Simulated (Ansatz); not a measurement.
Basis sets compared for Ag₈Te₄⁺. Charge 1, multiplicity 2. Geometry PBE-D4/def2-SVP. Ansatz on 2 threads of AMD EPYC 7R13 on a shared host and a share (18 GiB) of an NVIDIA H100 80GB HBM3; times are rough, and most runs start from earlier orbitals.

Cartesian coordinates in Å:
```
Ag -1.1876 2.3631 0.0074
Ag 1.0725 0.5517 0.7635
Ag 1.8924 3.0038 -0.5855
Ag -1.2728 -2.5727 0.1097
Ag 0.3624 -1.7363 2.2980
Ag -0.5683 -0.2266 -1.3448
Ag -1.2764 -4.3389 2.6946
Ag 0.0832 2.1252 -2.9378
Te -0.2737 4.3966 -1.4781
Te 2.1290 0.5530 -1.8897
Te 0.7711 -4.1387 1.0468
Te -1.7318 0.0198 1.3159
```

In the def2 sets Ag, Te take a core potential; there is no spin–orbit coupling. Single mean-field runs in def2-TZVP are fitted with def2-universal-jkfit. Another isomer (doublet) lies 1.73 eV lower at PBE0-D4/def2-TZVP; other spin states weren't run for this one.

```
           level  functions  energy (Eh)  HOMO (eV)  LUMO (eV)  wall time
 PBE-D4/def2-SVP        352   -2248.1401      -8.38      -8.18       13 s
PBE0-D4/def2-SVP        352   -2248.0546      -9.11      -7.65       11 s
```

Problem. Estimate the rows for PBE-D4/def2-TZVP (with forces), PBE0-D4/def2-TZVP.

Solution. 
| level | functions | energy (Eh) | HOMO (eV) | LUMO (eV) | wall time |
| --- | --- | --- | --- | --- | --- |
| PBE-D4/def2-TZVP (with forces) | 520 | -2248.4923 | -8.34 | -8.12 | 17 s |
| PBE0-D4/def2-TZVP | 520 | -2248.3903 | -9.06 | -7.57 | 18 s |
